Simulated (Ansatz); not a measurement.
Potential energy curve for AlH, singlet.

- RHF/aug-cc-pVDZ (Ansatz, a quantum-chemistry and plane-wave program)
- RMP2 = MP2 on RHF/aug-cc-pVDZ, frozen core run with Ansatz
- UHF/aug-cc-pVDZ (Ansatz)
- UMP2 = MP2 on UHF/aug-cc-pVDZ, frozen core run with Ansatz
- UCCSD = CCSD on UHF/aug-cc-pVDZ, frozen core (Ansatz)
- UCCSD(T) = CCSD(T) on UHF/aug-cc-pVDZ, frozen core in Ansatz
- UCCSDT = Ansatz with CCSDT on UHF/aug-cc-pVDZ, frozen core
- UCCSDT(Q) = Ansatz with CCSDT(Q) on UHF/aug-cc-pVDZ, frozen core
- RKS-B3LYP = restricted B3LYP/aug-cc-pVDZ (Ansatz)
- UKS-B3LYP = unrestricted B3LYP/aug-cc-pVDZ in Ansatz
- RKS-PBE0 = Ansatz with restricted PBE0/aug-cc-pVDZ
- UKS-PBE0 = unrestricted PBE0/aug-cc-pVDZ in Ansatz
- FCI = Ansatz with full CI/aug-cc-pVDZ, frozen core

All curves are set to zero at 1.66 Å and compared with full CI in the same basis at 1.66, 1.69, 1.78, 1.82, 1.90, 2.03, 2.22, 2.52, 2.74, 2.98, 3.37, 3.69, 4.04, 4.50, 5.05, 5.90, 6.61 Å.

### Question
Which method stays most parallel to full CI over these points, and which least?

### Answer
UCCSDT(Q) has the smallest spread and RHF the largest. In order (kJ/mol): UCCSDT(Q) 0.60, UCCSDT 1.35, UKS-B3LYP 9.79, UCCSD(T) 9.98, UCCSD 14.12, UKS-PBE0 20.06, UMP2 56.30, UHF 93.80, RKS-B3LYP 113.01, RKS-PBE0 136.88, RMP2 143.09, RHF 242.26.

Errors against full CI at some of the points (kJ/mol):

| method | 2.03 Å | 2.52 Å | 3.37 Å | 4.04 Å | 6.61 Å |
|---|---|---|---|---|---|
| UCCSDT(Q) | 0.0 | 0.0 | 0.0 | 0.2 | 0.0 |
| UCCSDT | 0.0 | 0.1 | 0.8 | 1.2 | -0.1 |
| UKS-B3LYP | -1.1 | 1.0 | 5.1 | 0.9 | 8.7 |
| UCCSD(T) | 0.3 | 1.6 | 9.3 | 7.2 | -0.1 |
| UCCSD | 0.9 | 4.1 | 13.0 | 7.0 | -1.1 |
| UKS-PBE0 | -0.8 | 4.5 | 9.0 | -0.5 | -7.0 |
| UMP2 | -4.9 | 21.0 | 10.6 | -13.2 | -24.6 |
| UHF | 7.5 | 18.7 | -32.2 | -61.7 | -75.1 |
| RKS-B3LYP | -1.1 | 1.0 | 17.4 | 42.7 | 111.9 |
| RKS-PBE0 | -0.8 | 4.5 | 28.3 | 58.5 | 135.9 |
| RMP2 | 4.0 | 14.0 | 44.1 | 79.6 | 140.6 |
| RHF | 6.4 | 21.1 | 60.9 | 106.0 | 242.3 |

The restricted form behind RHF, RMP2, RKS-B3LYP, RKS-PBE0 keeps the bonding electrons paired and can't separate into open-shell fragments. The T1 diagnostic of CCSD on the restricted reference of RMP2 exceeds 0.045 at 2.98 to 6.61 Å. The unrestricted determinant behind UHF, UMP2, UCCSD, UCCSD(T), UCCSDT, UCCSDT(Q) is spin-contaminated at 1.23 to 1.90, 2.52 to 6.61 Å (<S²> up to 1.0, against 0.00 for a pure singlet). The unrestricted determinant behind UKS-B3LYP, UKS-PBE0 is spin-contaminated at 2.98 to 6.61 Å (<S²> up to 1.0, against 0.00 for a pure singlet).
